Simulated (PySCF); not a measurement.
**Radial density of Zn³⁺ (zinc, charge +3)**

UHF, [Ar] 3d9, 2D determinant. Computed with PySCF 2.14 in jorge-DZP-DKH (8s6p2d1f, 43 functions), with scalar relativity by spin-free X2C-1e.

| r (bohr) | 4πr²ρ (e/bohr) | 4πr²(ρα − ρβ) |
| --- | --- | --- |
| 0.000741 | 0.2027 | 0.0000 |
| 0.00125 | 0.5254 | 0.0000 |
| 0.00210 | 1.273 | 0.0000 |
| 0.00353 | 3.027 | -0.0001 |
| 0.00593 | 6.878 | -0.0002 |
| 0.00998 | 14.32 | -0.0003 |
| 0.0168 | 25.60 | -0.0006 |
| 0.0282 | 35.53 | -0.0010 |
| 0.0475 | 34.24 | -0.0017 |
| 0.0799 | 29.19 | -0.0001 |
| 0.134 | 40.22 | 0.0490 |
| 0.226 | 33.18 | 0.3230 |
| 0.380 | 19.35 | 0.9801 |
| 0.639 | 23.99 | 1.2348 |
| 1.08 | 8.618 | 0.5450 |
| 1.81 | 0.8056 | 0.0524 |
| 3.04 | 0.02043 | 0.0014 |
| 5.12 | 2.599e-05 | 0.0000 |

Densities and radii are taken from the X2C orbitals without a picture-change correction, which distorts them close to the nucleus.
